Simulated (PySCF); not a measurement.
Isomers of C3H7FSi, mass 90.030 u with the commonest isotopes. Level of theory: CAM-B3LYP/def2-SVPD in PySCF (dipole) on a GFN2-xTB geometry, gas phase. One conformer each, none proved a minimum here; rigid rotors.

**Question.** Order these by radius of gyration √(Σ m r²/M), smallest first.
A. `[F:1][CH:2]1[CH2:3][SiH2:4][CH2:5]1` with F1–C2–C3–Si4 -134°, C2–C3–Si4–C5 11°, C3–Si4–C5–C2 -11°, F1–C2–C5–Si4 134°
B. `[F:1][SiH:2]1[CH2:3][CH2:4][CH2:5]1` with F1–Si2–C3–C4 120°, Si2–C3–C4–C5 -10°, C3–C4–C5–Si2 10°, F1–Si2–C5–C4 -120°
C. `C/C([SiH3])=C\F`

**Answer.** B (1.544 Å), A (1.588 Å), C (1.795 Å).

**Question.** Order these by out-of-plane moment Σ m c² = (Ia + Ib − Ic)/2, smallest first.
A. `C/C([SiH3])=C\F`
B. `[F:1][CH:2]1[CH2:3][SiH2:4][CH2:5]1` with F1–C2–C3–Si4 -134°, C2–C3–Si4–C5 11°, C3–Si4–C5–C2 -11°, F1–C2–C5–Si4 134°
C. `[F:1][SiH:2]1[CH2:3][CH2:4][CH2:5]1` with F1–Si2–C3–C4 120°, Si2–C3–C4–C5 -10°, C3–C4–C5–Si2 10°, F1–Si2–C5–C4 -120°

**Answer.** A (4.44 u·Å²), B (11.87 u·Å²), C (19.03 u·Å²).

**Question.** Order these by rotational constant C, largest first.
A. `[F:1][SiH:2]1[CH2:3][CH2:4][CH2:5]1` with F1–Si2–C3–C4 120°, Si2–C3–C4–C5 -10°, C3–C4–C5–Si2 10°, F1–Si2–C5–C4 -120°
B. `[F:1][CH:2]1[CH2:3][SiH2:4][CH2:5]1` with F1–C2–C3–Si4 -134°, C2–C3–Si4–C5 11°, C3–Si4–C5–C2 -11°, F1–C2–C5–Si4 134°
C. `C/C([SiH3])=C\F`

**Answer.** A (2584 MHz), B (2350 MHz), C (1770 MHz).

| SMILES | point group | Ia (u·Å²) | Ib (u·Å²) | Ic (u·Å²) | κ | μa (D) | μb (D) | μc (D) |
| --- | --- | --- | --- | --- | --- | --- | --- | --- |
| FC1C[SiH2]C1 | Cs | 58.30 | 180.52 | 215.08 | -0.86 | 1.82 | 0.00 | 0.65 |
| F[SiH]1CCC1 | Cs | 65.97 | 167.67 | 195.57 | -0.83 | 1.61 | 0.00 | 0.77 |
| C/C([SiH3])=C\F | Cs | 69.35 | 225.08 | 285.56 | -0.83 | 1.16 | 0.08 | 0.00 |
